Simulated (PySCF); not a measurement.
Ge2H8Si, SMILES [GeH3][SiH2][GeH3]. Atoms are numbered in the order given.

```xyz
11

Si     0.0658    -0.8719    -0.6813
Ge     1.9031     0.5156    -0.0670
Ge    -1.9329    -0.1200     0.3762
H      0.3470    -2.2844    -0.2740
H     -0.1114    -0.8383    -2.1672
H      1.6259     1.9718    -0.4856
H      2.1032     0.4799     1.4598
H      3.2053     0.0491    -0.7442
H     -3.1368    -0.9949    -0.0205
H     -2.2286     1.3360    -0.0307
H     -1.7709    -0.1721     1.9072
```

Geometry: PBE0-D3(BJ)/def2-SVP.

Method: PySCF with ωB97X/def2-TZVP.

ESP charges are fitted to the potential on shells at 1.4 to 2.0 van der Waals radii. Atomic charges (e):

```
atom  Löwdin  ESP fit  Mulliken
----  ------  -------  --------
Si1      ___     0.17     -0.03
Ge2      ___     0.04     -0.01
Ge3      ___     0.03     -0.01
H4       ___    -0.05     -0.02
H5       ___    -0.05     -0.02
H6       ___    -0.02      0.01
H7       ___    -0.02      0.01
H8       ___    -0.02      0.01
H9       ___    -0.02      0.01
H10      ___    -0.02      0.01
H11      ___    -0.02      0.01
```

### Question
Complete the blanks. (An estimate is asked for; the answer gives what the named calculation found.)

### Answer

- Si1, Löwdin: -0.05
- Ge2, Löwdin: 0.22
- Ge3, Löwdin: 0.22
- H4, Löwdin: -0.03
- H5, Löwdin: -0.03
- H6, Löwdin: -0.06
- H7, Löwdin: -0.06
- H8, Löwdin: -0.06
- H9, Löwdin: -0.06
- H10, Löwdin: -0.06
- H11, Löwdin: -0.06
